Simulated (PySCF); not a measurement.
## Electron correlation in Zr (zirconium, neutral)

[Kr] 4d2 5s1 5p1, one real determinant (an excited configuration). All numbers are calculated (PySCF 2.14, scalar relativity by spin-free X2C-1e, in ANO-RCC-VDZP). Frozen: [Kr]; 4 electrons correlated.

MP2 pair energies summed by pair of shells (mhartree):

```csv
pair,energy,share (%)
4d-5s,-4.68,36.8
4d-5p,-3.65,28.7
4d-4d,-3.36,26.4
5s-5p,-1.04,8.2
```

Total MP2 correlation energy: -12.73 mhartree.

Same-spin part -12.73 and opposite-spin part 0.00 mhartree; SCS-MP2 scales them by 1/3 and 6/5 to -4.24 mhartree.

The basis was made for the ground configuration and has no added diffuse functions, which can raise the energy of the promoted electron.

The reference is one real determinant that mixes LS terms of this configuration.
